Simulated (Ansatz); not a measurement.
Start from `ClBC[O][GeH3]` and change one atom or group to get `[F][Zn][CH2]BCl`.

Ansatz, PBE0-D4/def2-TZVP geometries, multiplicity 1. Each molecule was computed in one conformer, which needn't be the lowest.

Scalar relativity is left out up to krypton.

```csv
property,`ClBC[O][GeH3]`
HOMO–LUMO gap (ωB97M-V/def2-TZVPP) / eV,10.53
HOMO energy (PBE0/def2-TZVPP) / eV,-7.62
LUMO energy (ωB97M-V/def2-TZVPP) / eV,0.57
HOMO energy (ωB97M-V/def2-TZVPP) / eV,-9.95
HOMO energy (B3LYP/def2-TZVPP) / eV,-7.39
HOMO–LUMO gap (PBE0/def2-TZVPP) / eV,6.18
```

Task: What does the change do to each property? (Estimate.)

Result: Ansatz gave: 
| property | `[F][Zn][CH2]BCl` | shift |
| --- | --- | --- |
| HOMO–LUMO gap (ωB97M-V/def2-TZVPP) / eV | 10.95 | 0.42 |
| HOMO energy (PBE0/def2-TZVPP) / eV | -8.54 | -0.92 |
| LUMO energy (ωB97M-V/def2-TZVPP) / eV | 0.18 | -0.39 |
| HOMO energy (ωB97M-V/def2-TZVPP) / eV | -10.78 | -0.83 |
| HOMO energy (B3LYP/def2-TZVPP) / eV | -8.32 | -0.93 |
| HOMO–LUMO gap (PBE0/def2-TZVPP) / eV | 6.93 | 0.75 |

With PBE0 the HOMO falls by 0.92 eV and the LUMO falls by 0.17 eV, so the gap widens by about 0.75 eV. PBE moves the HOMO by -1.09 eV and ωB97M-V by -0.83 eV.

B3LYP here is the variant with VWN-RPA as its local correlation; programs differ in this.
